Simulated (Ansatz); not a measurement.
C3H9B3O3, charge +1, doublet, at a GFN2-xTB geometry (a state made from the parent by changing its charge; the spin is typed, not shown lowest). Base run: PBE0/6-31G* in Ansatz (an electronic-structure program).

Geometry (Å):
```xyz
18

C     -1.8692    -2.3097    -0.2000
B     -0.8978    -1.0739    -0.0964
O      0.4671    -1.2738     0.0412
B      1.2925    -0.2221     0.1304
C      2.8835    -0.4901     0.2882
O      0.8658     1.0512     0.0937
B     -0.4897     1.3037    -0.0428
C     -0.9943     2.8012    -0.0859
O     -1.2745     0.2192    -0.1286
H     -1.3531    -3.2627    -0.1570
H     -2.4213    -2.2576    -1.1375
H     -2.5906    -2.2709     0.6152
H      3.2203    -1.0134    -0.6032
H      3.0326    -1.1242     1.1581
H      3.4037     0.4545     0.4007
H     -1.7019     2.9604     0.7265
H     -0.1889     3.5215     0.0058
H     -1.5130     2.9734    -1.0280
```
Charge +1, spin multiplicity 2.
Orbitals are unrestricted.
All else is at Ansatz's defaults.
Base energy -419.42822 Eh.

Each row names what was changed in the base input (with any setting that the change needs).

| change | ΔE vs base (mEh) |
|---|---|
| base | 0.000 |
| fitting.mean_field = cc-pVTZ-JKFIT | -0.051 |
| accuracy = high | 0.001 |
| point_charge = charge:-1.0 position_ang:-0.8493, -6.4517, 0.5867 | -86.327 |
| lower_state_search = full | 0.000 |
| final_grid = 6, 12, 29 | -0.017 |
| lower_state_search = light | 0.000 |
| point_charge = charge:1.0 position_ang:-3.052, -3.3038, -4.7432 | 76.170 |
| final_grid = 14, 28, 59 | 0.000 |
| lower_state_search = off | 0.000 |
| final_grid = 4, 8, 17 | -0.189 |
